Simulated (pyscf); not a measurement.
Routes from •O–SiH(OH)–OH (SMILES [O][SiH](O)O)

Candidate steps break at most two bonds and form at most two. Each was searched with GFN2-xTB (tblite) first. Optimised with ωB97X-D3(BJ)/def2-SVP in PySCF. Energies: ωB97M-D3(BJ)/def2-TZVP, kcal/mol, from the reactant's lowest minimum found, doublet surface; ΔG‡ with ideal gas, 1 atm, RRHO with modes under 100 cm⁻¹ raised to 100, one conformer, R ln 2 for chiral ones without a mode under 150 cm⁻¹.

```csv
products,type,ΔE‡,ΔE,ΔG‡ 298 K,ΔG‡ 900 K,ν‡ (cm⁻¹)
HO–Si•(OH)–OH,hydrogen shift,16.1,-22.1,14.4,15.0,1540i
•O–SiH(OH)–OH,hydrogen shift,28.4,0.0,26.5,29.6,2068i
```

Plain bond fissions and candidates not yet searched are not listed, and one of them may be faster. Each barrier is that of the saddle found; lower ones may exist.
